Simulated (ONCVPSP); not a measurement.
## An odd input for ONCVPSP 4.0.1 (Nb)

Command:

```bash
oncvpsp.x < Nb.dat > Nb.out
```

Input:

```
# ATOM AND REFERENCE CONFIGURATION
# atsym  z   nc   nv     iexc    psfile
  Nb 41.00    6    4        4      upf
#
#   n    l    f
    1    0    2.00
    2    0    2.00
    2    1    6.00
    3    0    2.00
    3    1    6.00
    3    2   10.00
    4    0    2.00
    4    1    6.00
    4    2    4.00
    5    0    1.00
#
# PSEUDOPOTENTIAL AND OPTIMIZATION
# lmax
    2
#
#   l,   rc,      ep,       ncon, nbas, qcut
    0    2.00    0.00    4    7    6.60
    1    1.95    0.00    4    8    5.70
    2    2.05    0.00    3    8    9.20
#
# LOCAL POTENTIAL
# lloc, lpopt,  rc(5),   dvloc0
    4    1    1.50    0.00
#
# VANDERBILT-KLEINMAN-BYLANDER PROJECTORs
# l, nproj, debl
    0    2    2.50
    1    2    0.40
    2    2    0.40
#
# MODEL CORE CHARGE
# icmod, fcfact, rcfact
    3    5.50    1.05
#
# LOG DERIVATIVE ANALYSIS
# epsh1, epsh2, depsh
   -4.00    5.00    0.00
#
# OUTPUT GRID
# rlmax, drl
    6.00    0.01
#
# TEST CONFIGURATIONS
# ncnf
    4
# nvcnf
#   n    l    f
    4
    4    0    2.00
    4    1    6.00
    4    2    4.00
    5    0    0.00
#
    4
    4    0    2.00
    4    1    6.00
    4    2    3.00
    5    0    0.00
#
    4
    4    0    2.00
    4    1    6.00
    4    2    2.00
    5    0    0.00
#
    4
    4    0    2.00
    4    1    6.00
    4    2    3.00
    5    0    2.00
#
```

This is an input that runs to its end, with one change: depsh set to zero.

How does the run end?

The program runs through. Ghost flags: none; the largest excitation error among the 3 tests with output is 2.5 meV, as for the unchanged input. Messages: WARNING no output for configuration 4; WARNING scattering state with energy 0.25000000; WARNING wellstate: negative energy specified for n= 5 l= 1.

```
   1   0  2.0000 -691.85416461
   2   0  2.0000  -97.33380226
   2   1  6.0000  -86.97885088
   3   0  2.0000  -16.78199945
   3   1  6.0000  -13.39694346
   3   2 10.0000   -7.86443472
   4   0  2.0000   -2.78903468   -2.78931491   -2.80D-04
   4   1  6.0000   -1.90630911   -1.90636125   -5.21D-05
   4   2  3.0000   -0.70189529   -0.70182575    6.95D-05

    Total energies and differences
      AE_ref= -3.81961209D+03  AE_tst= -3.81885220D+03  dif=  7.60D-01
      PS_ref= -5.72404309D+01  PS_tst= -5.64805130D+01  dif=  7.60D-01
      PSP excitation error= -2.61D-05

Test configuration 3

psatom: WARNING lschvkbb convergence error n,l,iter=   3   2   5
ea(ii),et,emin,emax -1.348071E-01 -1.482878E-01 -1.482878E-01 -1.482878E-01
run_config: WARNING for fully non-local PS atom, stg. 1
 WARNING no output for configuration 4

Test configuration 4

   n   l     f        eae           eps        diff
   1   0  2.0000 -691.29337772
   2   0  2.0000  -96.77942121
   2   1  6.0000  -86.42405077
   3   0  2.0000  -16.22718200
   3   1  6.0000  -12.84218814
   3   2 10.0000   -7.31010498
   4   0  2.0000   -2.23546311   -2.23379216    1.67D-03
   4   1  6.0000   -1.35297184   -1.35241845    5.53D-04
   4   2  3.0000   -0.17034101   -0.17049996   -1.59D-04
   5   0  2.0000   -0.17212497   -0.17203508    8.99D-05

    Total energies and differences
      AE_ref= -3.81961209D+03  AE_tst= -3.81963106D+03  dif= -1.90D-02
      PS_ref= -5.72404309D+01  PS_tst= -5.72593656D+01  dif= -1.89D-02
      PSP excitation error= -4.04D-05
```
